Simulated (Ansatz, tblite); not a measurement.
Cost and result up the ladder for the cluster Li₈H₈⁻ (16 atoms). Total charge -1; doublet. Geometry: r2SCAN-D4/def2-SVPD.

```xyz
16

Li   -1.820    1.255    0.317
Li    0.890    0.686    2.512
Li   -1.455   -0.749   -1.123
Li   -0.198    0.820   -2.577
Li    1.112   -1.175   -1.747
Li   -0.863   -0.806    1.460
Li    1.070    0.902   -0.062
Li    1.708   -1.347    1.242
H     2.202    0.486    1.345
H    -2.384   -0.491    0.498
H     0.274   -0.910   -0.052
H     1.427    0.732   -1.864
H    -1.470    1.284   -1.417
H    -0.431    1.348    1.457
H     0.448   -1.055    2.696
H    -0.510   -0.981   -2.684
```

Ansatz on 4 threads of Arm Neoverse V1 on a shared host; xTB runs through tblite on one thread. Times are rough, summed over both states, and most runs start from the orbitals of an earlier one. PBE0-D4/def2-TZVPD serves as the yardstick here, not as an exact answer. The other state is a singlet.

The xTB rows come from tblite. The structure comes from a short search, and lower isomers may exist.

Raw xTB energies of ions are shifted by several eV, and xTB has no spin-polarisation term.

```tsv
level	functions	wall time	vertical IE (eV)	difference from PBE0-D4/def2-TZVPD (eV)	remarks
GFN1-xTB	48	0.014 s	6.04	5.43	–
PBE-D4/def2-TZVPD	208	9.1 s	0.68	0.06	HOMO above zero (-1 doublet)
PBE0-D4/def2-TZVPD	208	12 s	0.61	0.00	HOMO above zero (-1 doublet)
r2SCAN-D4/def2-TZVPD (with forces)	208	19 s	0.51	-0.10	HOMO above zero (-1 doublet)
```
